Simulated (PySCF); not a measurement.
Computed properties of B(Cl)(I)(OH) (BClHIO), SMILES IB(O)Cl

BClHIO, SMILES B(I)(Cl)O. The structure is a stationary point at B3LYP-D3(BJ)/def2-SVP. The def2 effective core potentials stand for the cores of I; spin–orbit coupling is left out. Other conformers were not sampled. All values are computed for the isolated molecule unless a solvent is named; none is compared with measurement here.

**Structure.** The optimised structure has Cs symmetry. All 9 harmonic modes at B3LYP-D3(BJ)/def2-SVP (PySCF) are real, so it is a minimum. With heavy atoms numbered as in [B:1]([Cl:2])([I:3])[OH:4], the shortest bond between them is B1–O4 at 1.338 Å and the longest B1–I3 at 2.150 Å.

**Vibrations.** The strongest infrared lines (harmonic, unscaled, degenerate partners summed) lie at 1384 cm⁻¹ (310 km/mol, B 66 %, O 32 %), 1083 cm⁻¹ (302 km/mol, H 60 %, B 28 %, O 12 %), 795 cm⁻¹ (275 km/mol, B 58 %, H 22 %, Cl 13 %). The softest mode is at 190 cm⁻¹ and the zero-point energy is 12.9 kcal/mol.

**Electronic structure.** ωB97X/def2-TZVPD (PySCF) places the frontier levels at -9.91 and 1.02 eV, a gap of 10.93 eV, and gives a dipole moment of 1.83 D and a mean polarisability of 67.1 bohr³.

**Excitations.** TDDFT-CAM-B3LYP/def2-SVPD (PySCF) has S1 at 5.59 eV (222 nm, f = 0.000, dark); the most intense of the 10 singlets computed lies at 6.19 eV (f = 0.10). T1 (TDA) is at 5.48 eV. No vertical singlet excitation falls in the visible range (under 3.1 eV).
